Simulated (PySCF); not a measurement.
A structure optimised at PBE-D3(BJ)/def2-SVP, used in a PySCF frequency run:

```xyz
15

F      0.4569    -0.4082    -1.7072
Si     0.0591    -0.0680    -0.1553
Cl    -0.7166     1.8584    -0.1862
N     -1.1977    -1.0443     0.4866
Si    -2.9104    -0.6470     0.6900
N      1.5539    -0.2490     0.6722
Si     3.1591    -0.2895    -0.0703
H     -0.9329    -2.0067     0.7201
H     -3.5766    -1.9306     1.1019
H     -3.5276    -0.1498    -0.5855
H     -3.1260     0.3824     1.7634
H      1.5275    -0.1961     1.6942
H      4.1463    -0.1850     1.0585
H      3.3979    -1.5735    -0.8142
H      3.3578     0.8564    -1.0215
```

**Question.** Write its SMILES and formula.

**Answer.** F[Si](Cl)(N[SiH3])N[SiH3], ClFH8N2Si3

**Question.** What are its rotational constants (standard atomic weights)?

**Answer.** 2.0301, 0.66642, 0.59071 GHz
